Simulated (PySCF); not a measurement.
Species: C4H6OSe.
Cartesian coordinates in Å at the PBE0-D3(BJ)/def2-SVP level; atoms count from 1:
```
atom  x, y, z in Å
C1     2.048   -0.245   -0.716
C2     1.533    0.438    0.316
C3     0.110    0.450    0.657
Se4   -0.519    1.393    2.041
O5    -0.623   -0.292   -0.153
C6    -2.019   -0.386    0.035
H7     3.120   -0.218   -0.926
H8     1.411   -0.844   -1.370
H9     2.164    1.039    0.973
H10   -2.386   -1.048   -0.759
H11   -2.248   -0.802    1.028
H12   -2.486    0.608   -0.036
```

Computed with PySCF at CAM-B3LYP/def2-SVPD, non-relativistic, on one gas-phase PBE0-D3(BJ)/def2-SVP geometry that isn't relaxed in the solvent. The solvent is an IEF-PCM continuum (cavity from Bondi-type radii × 1.2), and excitations are vertical TDDFT with non-equilibrium linear response and a frozen core. Only the electrostatic response of the medium enters. Spin–orbit coupling is left out although an atom past zinc is present.

```csv
run,E − E(gas) (kcal/mol),HOMO (eV),HOMO–LUMO gap (eV),dipole (D),lowest singlet (eV),static polarisability (au)
gas,0.00,-7.52,6.18,2.68,2.54,89.3
P,-3.97,-7.73,6.35,3.96,2.71,128.1
Q,-1.87,-7.59,6.25,3.25,2.61,105.2
```

Task: The runs were made in acetone and benzene. Which run belongs to which solvent?

Result: P = acetone, Q = benzene. The dielectric constants are 2.271 (benzene), 20.49 (acetone), and the energy falls further as ε rises. The optical constants n² used for the excitations are 2.25, 1.85 in the same order. In this model the ground state sees the solvent through ε alone.

Task: How constant is the ratio of the lowering to (ε − 1)/(2ε + 1)?

Result: 
```tsv
solvent	(ε − 1)/(2ε + 1)	E − E(gas) (kcal/mol)	ratio (kcal/mol)	polarisation term (kcal/mol)
benzene	0.229	-1.87	-8.1	-2.06
acetone	0.464	-3.97	-8.5	-4.89
```

The ratio changes by +5.0 % in size from benzene to acetone. The polarisation term is half the interaction of the solute with the induced surface charges.
